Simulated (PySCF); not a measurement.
Excitations are Tamm–Dancoff values on a coarser integration grid. The basis has no diffuse functions, so Rydberg states are missing or too high.

Cartesian coordinates (Å):
SMILES: BrC(Br)(Br)Br
```xyz
5

Br    -1.1275    -1.4061    -0.7537
C      0.0000     0.0000     0.0000
Br    -1.0680     1.6118     0.2784
Br     0.7326    -0.5989     1.7091
Br     1.4628     0.3931    -1.2337
```
Charge 0, spin multiplicity 1.

Task: Give the dipole moment, S1–T1 gap (TDA), HOMO, LUMO and T1 excitation (TDA) at the level PySCF with M06-2X/def2-TZVP // B3LYP-D3(BJ)/def2-TZVP.

Result: 
| Quantity | Result |
|---|---|
| dipole moment | 0.00 D |
| S1–T1 gap (TDA) | 0.46 eV |
| HOMO | -9.53 eV |
| LUMO | -1.83 eV |
| T1 excitation (TDA) | 4.05 eV |
